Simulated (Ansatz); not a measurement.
**One elementary step**

Start structure (BAsH$_{6}$O, closed shell), relaxed at PBE0-D4/def2-TZVP:

B1  (-0.240, 0.661, -1.401)
O2  (1.001, 0.608, -1.933)
H3  (-1.088, -0.125, -1.727)
H4  (-0.469, 1.573, -0.658)
H5  (0.876, 0.187, 2.281)
As6  (-0.032, -0.697, 1.443)
H7  (1.123, -0.130, -2.535)
H8  (-1.287, -0.200, 2.141)
H9  (0.118, -1.878, 2.390)
(Å)

The step: BH₃O ([BH2][OH]) + AsH₃ → BAsH₄ ([BH2][AsH2]) + H₂O (still joined by a long B–O bond); bonds formed: B1–As6, O2–H5; bonds broken: H5–As6; bonds weakened to dative contacts: B1–O2. Ansatz 0.2.0; basis: def2-TZVPP and def2-QZVPP; cores frozen in the correlated methods. Filled d shells of the heavier atoms are correlated. The def2 sets are not built for correlating such inner shells, so the correlated values are less sure here. Extrapolation: Hartree–Fock as exp(−7.88 √X), correlation as X^−2.97. Energies below are by CCSD(T) at an estimated basis limit (MP2 extrapolated from triple and quadruple zeta, plus CCSD(T) − MP2 in triple zeta).

Q: What are the electronic barrier and the energy of the step, from the start structure to the end structure? (Judge from chemistry; the value comes from the calculation.)

A: The calculation gives: Barrier 1.752 eV; step energy 0.687 eV (uphill); reverse barrier, their difference, 1.065 eV. Barrier and step energy count from the start structure, the reverse barrier from the end structure.

The saddle point: One imaginary mode of 1221i cm⁻¹.
| pair | start (Å) | saddle (Å) | end (Å) |
| --- | --- | --- | --- |
| B1–As6 | 3.16 | 2.24 | 2.07 |
| O2–H5 | 4.24 | 1.29 | 0.97 |
| B1–O2 | 1.35 | 1.54 | 1.66 |
| H5–As6 | 1.52 | 1.84 | 3.08 |

Zero-point energy (harmonic, PBE0-D4): ZPE is 1.599 eV at the start and 1.580 eV at the saddle, so the barrier goes from 1.752 to 1.733 eV.

The T1 diagnostic stays at or below 0.013.

Labels in which every atom is bracketed show which atoms are joined, not bond orders.

For scale, one of the runs: CCSD(T)/def2-TZVPP, 194 basis functions, launched by `ansatz run in.yaml --threads 4 --pin off --events-out ev --progress --plain --max-ram 9574MiB`. Time: 64 s of wall clock on 4 CPU threads of an Arm Neoverse V1; the host was shared. Peak host memory: 2.3 GiB.
